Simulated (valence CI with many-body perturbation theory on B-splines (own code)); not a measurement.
# Basis-set convergence for Sb¹²⁺

Calculated by configuration interaction combined with many-body perturbation theory (CI+MBPT): three valence electrons over a frozen Dirac-Fock core [Kr], a basis of 7 s, 7 p, 8 d, 6 f, 4 g, 1 h functions for each j, with the one-electron correlation potential Σ1, the two-electron term Σ2, the three-electron term Σ3, Breit, model QED; selected CI, second order for the rest, scaled by the run's own slope (own B-spline code, finite nucleus).

No measured spectrum was set against this ion. As an estimate, terms of the open shell hold to 2 to 4 % of their energy, and close levels can change places. The list stops below the first excitations out of the core. Only levels of the ground parity were solved; by the run's estimate the other parity begins above the list, which can be wrong where configurations are misplaced.

The reference run has the lowest level 4d3 4F_3/2 and an ionisation energy of 265.742 eV. Its largest variational space holds 6992 state functions.

Names give the largest LS component (configuration and term), which can be under half, so a name can repeat, a term be missing and a line seem to break the LS rules; names also repeat where a configuration has a term twice. Letters in brackets count levels of one name in rising energy.

Changed runs:
A. basis 6 s, 6 p, 5 d, 5 f, 1 g
B. basis 5 s, 5 p, 4 d, 4 f

Excitation energies of the reference run in cm⁻¹, and shifts in cm⁻¹:

```
                 Level  Reference       A       B
            4d3 4F_5/2       6891     -26     -66
            4d3 4F_7/2      13424     -21     -35
            4d3 4F_9/2      18786     +17    +100
            4d3 4P_3/2      23689    +109    +571
            4d3 4P_1/2      26104     +53    +433
            4d3 2G_7/2      32863    +184    +709
            4d3 2H_9/2      33898    +140    +710
            4d3 4P_5/2      35398     +21    +305
        4d3 2D_3/2 [a]      40805    +175    +659
            4d3 2P_1/2      43530    +206    +987
           4d3 2H_11/2      46162    +166    +936
        4d3 2D_5/2 [a]      50573    +254    +850
Ionisation energy (eV)    265.742  -0.025  -0.053
```
